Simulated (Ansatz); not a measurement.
H6GaN3, SMILES `[NH2][Ga]([NH2])[NH2]` with one electron removed (charge 1, multiplicity 2), frozen-core CCSD(T)/cc-pVTZ // B3LYP-D3(BJ)/def2-TZVP (Ansatz, an electronic-structure program). The run hit its time limit unfinished.

Ansatz 0.2 input:
```yaml
crystal:
  periodic: [false, false, false]
  atoms:
    - { symbol: N, position_ang: [-0.774697, 1.660448, -0.104804] }
    - { symbol: Ga, position_ang: [0.000966, 0.000469, -0.01475] }
    - { symbol: N, position_ang: [-1.027871, -1.505889, -0.208664] }
    - { symbol: N, position_ang: [1.821234, -0.151201, 0.174157] }
    - { symbol: H, position_ang: [-0.268479, 2.472436, 0.210995] }
    - { symbol: H, position_ang: [-1.761112, 1.771343, 0.068609] }
    - { symbol: H, position_ang: [-2.020146, -1.470226, -0.036919] }
    - { symbol: H, position_ang: [-0.658231, -2.407007, 0.049515] }
    - { symbol: H, position_ang: [2.410011, 0.637997, -0.042533] }
    - { symbol: H, position_ang: [2.278326, -1.008371, -0.095604] }
basis:
  gaussian: { orbitals: cc-pVTZ }
correlation:
  method: ccsd_t
total_charge: 1
magnetization:
  spin_polarized: true
  initial_magnetization: 1
```

The last lines of the output:

```
mean field evaluation 64: about -56870.8857 eV, gradient 9.9e-2 eV
mean field evaluation 96: about -56870.2990 eV, gradient 1.8e-2 eV
mean field evaluation 128: about -56869.6569 eV, gradient 1.5e0 eV
mean field evaluation 160: about -56869.8209 eV, gradient 2.7e0 eV
mean field evaluation 192: about -56870.8575 eV, gradient 2.9e-1 eV
mean field evaluation 224: about -56868.5429 eV, gradient 3.0e-4 eV
mean field evaluation 256: about -56866.9320 eV, gradient 2.0e-2 eV
mean field evaluation 288: about -56869.9854 eV, gradient 3.4e0 eV
mean field -56870.88609625 eV, -2089.9665155660 hartree, gradient 9.4e-6 eV, S^2 0.760670; 8 other end points of the search recorded, 0 dependent functions left out
determinant -56870.88609625 eV, -2089.9665155660 hartree, with singles and doubles -56892.60811422 eV, -2090.7647850029 hartree
determinant -56870.88597074 eV, -2089.9665109535 hartree, with singles and doubles -56892.60803637 eV, -2090.7647821419 hartree
determinant -56870.86084796 eV, -2089.9655877084 hartree, with singles and doubles -56892.55599457 eV, -2090.7628696411 hartree
determinant -56870.46629698 eV, -2089.9510882275 hartree, with singles and doubles -56892.65627399 eV, -2090.7665548416 hartree
determinant -56870.29900228 eV, -2089.9449402606 hartree, with singles and doubles -56892.40797026 eV, -2090.7574298478 hartree
determinant -56870.29885819 eV, -2089.9449349652 hartree, with singles and doubles -56892.40780125 eV, -2090.7574236368 hartree
determinant -56868.54290747 eV, -2089.8804049668 hartree, with singles and doubles -56891.21786083 eV, -2090.7136941331 hartree
determinant -56870.88609625 eV, -2089.9665155660 hartree, with singles and doubles -56892.44712571 eV, -2090.7588687843 hartree
determinant -56870.88597074 eV, -2089.9665109535 hartree, with singles and doubles -56892.44705214 eV, -2090.7588660803 hartree
determinant -56870.86084796 eV, -2089.9655877084 hartree, with singles and doubles -56892.39418243 eV, -2090.7569231546 hartree
determinant -56870.46629698 eV, -2089.9510882275 hartree, with singles and doubles -56892.50242331 eV, -2090.7609009334 hartree
determinant -56870.88609625 eV, -2089.9665155660 hartree, with singles and doubles -56892.50467887 eV, -2090.7609838237 hartree
determinant -56870.88597074 eV, -2089.9665109535 hartree, with singles and doubles -56892.50465828 eV, -2090.7609830670 hartree
determinant -56870.86084796 eV, -2089.9655877084 hartree, with singles and doubles -56892.43679915 eV, -2090.7584892902 hartree
```
